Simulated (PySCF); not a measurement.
# Simulated characterisation data

PySCF 2.14 calculation with GFN2-xTB structure and σ from GIAO-PBE0/pcSseg-1; averaged over atoms made equivalent by symmetry, fast rotation or ring inversion, non-relativistic, one computed conformer, gas phase.

Shifts are taken against calculated references (same method and geometry level): TMS for ¹H (31.72 ppm) and ¹³C (186.93 ppm). Where no couplings were computed, multiplicities follow the n + 1 count of equivalent neighbours, and m marks all less simple cases (inequivalent or close neighbours, rings, F or P nearby). Shifts are as computed. Against solution values, carbons near 30 ppm lie about +3 ppm off and those near 130 ppm about +5 ppm. Of 1211 compounds with measured shifts, 218 miss one by over three times the rms of a fit or turn the order of signals round; such compounds aren't used in these exercises. OH and NH positions are gas-phase values without hydrogen bonding to other molecules.

Compound 1 (C$_{3}$H$_{9}$N$_{3}$OSi$_{2}$). ¹H NMR (500 MHz, computed): δ 5.13 (m, 1H), 5.11 (m, 1H), 4.81 (m, 1H), 4.37 (m, 1H), 4.03 (m, 1H), 3.94 (m, 1H), 1.71 (br s, 2H), 0.36 (br s, 1H). ¹³C{¹H} NMR (computed): δ 125.1, 60.5, 55.6. Structure: SMILES N#C[C@@H]1OC[Si@H](N)N[SiH2]1.

Compound 2 (C$_{6}$H$_{10}$N$_{2}$O). ¹H NMR (500 MHz, computed): δ 7.37 (m, 1H), 7.29 (m, 1H), 7.03 (m, 1H), 5.42 (s, 2H), 3.31 (q, 2H), 1.24 (t, 3H). ¹³C{¹H} NMR (computed): δ 140.6, 137.4, 123.3, 79.3, 66.8, 17.3. Structure: SMILES CCOCn1ccnc1.
